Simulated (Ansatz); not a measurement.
Geometry optimisation, RKS B3LYP-D4/STO-3G in Ansatz 0.2.0.

input.yaml

```yaml
crystal:
  periodic: [false, false, false]
  atoms:
    - { symbol: C, position_ang: [-2.3024, 1.3493, 0.7568] }
    - { symbol: C, position_ang: [-1.2573, 0.733, 0.3952] }
    - { symbol: O, position_ang: [-0.4128, 1.288, -0.5519] }
    - { symbol: Al, position_ang: [1.2499, 0.4223, -1.0721] }
    - { symbol: Si, position_ang: [1.7256, -1.7033, -0.1739] }
    - { symbol: H, position_ang: [-3.0326, 0.9856, 1.4693] }
    - { symbol: H, position_ang: [-2.548, 2.3615, 0.3128] }
    - { symbol: H, position_ang: [-1.008, -0.212, 0.8371] }
    - { symbol: H, position_ang: [2.1471, 1.1051, -2.1016] }
    - { symbol: H, position_ang: [0.58653, -2.63636, -0.51733] }
    - { symbol: H, position_ang: [2.95525, -2.26195, -0.74581] }
    - { symbol: H, position_ang: [1.80007, -1.58388, 1.2868] }
basis:
  gaussian: { orbitals: STO-3G }
hamiltonian:
  xc: b3lyp
  dispersion: d4
relax:
  f_tol: 0.015
  max_steps: 40
output:
  orbitals: {}
```

Command:

```bash
$ ansatz run input.yaml --threads 1 --pin off --max-ram 2048MiB --backend cpu --events-out ev --progress --plain --runs-dir out
```

Task: Where does it end, and by what steps?

Result: The run converged. Limits of this set-up: minimal basis. After 7 steps the energy has fallen by 1.167 eV; H9 moved furthest, 0.19 Å.

| step | energy less start (eV) | largest force component (eV/Å) | accepted |
| --- | --- | --- | --- |
| 0 | 0.0000 | 6.043 | yes |
| 1 | -1.0401 | 1.861 | yes |
| 2 | -1.1252 | 0.675 | yes |
| 3 | -1.1374 | 0.429 | yes |
| 4 | -1.1412 | 0.417 | yes |
| 5 | -1.1626 | 0.183 | yes |
| 6 | -1.1668 | 0.034 | yes |
| 7 | -1.1670 | 0.005 | yes |

```xyz
12
Properties=species:S:1:pos:R:3
C -2.251 1.342 0.725
C -1.124 0.728 0.316
O -0.247 1.293 -0.609
Al 1.160 0.429 -1.060
Si 1.597 -1.636 -0.152
H -2.914 0.866 1.452
H -2.539 2.328 0.348
H -0.872 -0.274 0.727
H 1.979 1.187 -2.057
H 0.561 -2.606 -0.436
H 2.829 -2.207 -0.649
H 1.724 -1.602 1.290
```

Whether the end is a true minimum wasn't checked by a vibrational analysis.

Time of the run: 53 s on 1 thread of Intel(R) Xeon(R) Processor @ 2.50GHz (Skylake/Cascade Lake), with other jobs on the host, peak memory 0.16 GiB.
